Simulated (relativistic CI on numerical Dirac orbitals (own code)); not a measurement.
**Ti+ in a cubic cluster: 2p photoemission with charge transfer**

Computed with a charge-transfer multiplet model of a cubic metal-ligand cluster with up to one ligand hole, Slater and spin-orbit integrals from Dirac-Coulomb-Breit ions, Slater integrals scaled by 0.8. The ground state mixes d3 with configurations of k ligand holes L, whose averages lie at kΔ + k(k − 1)U_dd/2; a core hole lowers each added d electron by U_cd. 20 K, Lorentzian 0.6 eV and Gaussian 0.8 eV FWHM.

Atomic integrals in eV (Slater integrals scaled, ζ unscaled), ground: F2dd 5.409, F4dd 3.320, zeta_d 0.009; with the core hole: F2dd 7.324, F4dd 4.560, zeta_d 0.022, zeta_core 3.746, F2cd 3.920, G1cd 2.783, G3cd 1.577.

Cluster parameters (eV): Δ = 9.1, U_dd = 5, U_cd = 5.9, 10Dq = 0.65, 10Dq(ligand) = 1.6, final-state hopping factor = 0.8.

```
                              Case   n_d    d3   d4L     S
V(eg) = 2.25 eV, V(t2g) = -1.19 eV  3.17  0.83  0.17  1.50
V(eg) = 2.55 eV, V(t2g) = -1.35 eV  3.20  0.80  0.20  1.50
V(eg) = 3.15 eV, V(t2g) = -1.67 eV  3.24  0.76  0.24  1.50
```

Weights, n_d and S are thermal averages at 20 K. Binding energies count from the first peak over 30 % of the highest in each spectrum, which can be another peak from case to case. The parameters are a model scan and need not match a compound or its usual spin state. Peaks in eV (height, largest 100):
- V(eg) = 2.25 eV, V(t2g) = -1.19 eV: 0.0 (100), 6.2 (55)
- V(eg) = 2.55 eV, V(t2g) = -1.35 eV: 0.0 (100), 6.2 (56)
- V(eg) = 3.15 eV, V(t2g) = -1.67 eV: 0.0 (100), 6.2 (55)

For the case V(eg) = 2.25 eV, V(t2g) = -1.19 eV, Δ = 9.1 eV is larger than U_dd = 5 eV, the Mott-Hubbard side of the Zaanen-Sawatzky-Allen scheme. With the core hole the average of the configuration with one ligand hole lies at Δ − U_cd = 3.2 eV before mixing: the effective hopping of about 3.9 eV (from the holes of the mixed ground state) is comparable with this gap or larger, so the configurations mix strongly.

With at most 1 ligand hole the space is cut while the next configuration still counts, so covalency is underestimated, and a final configuration with one more ligand hole, which can lie low, is missing from the spectra.
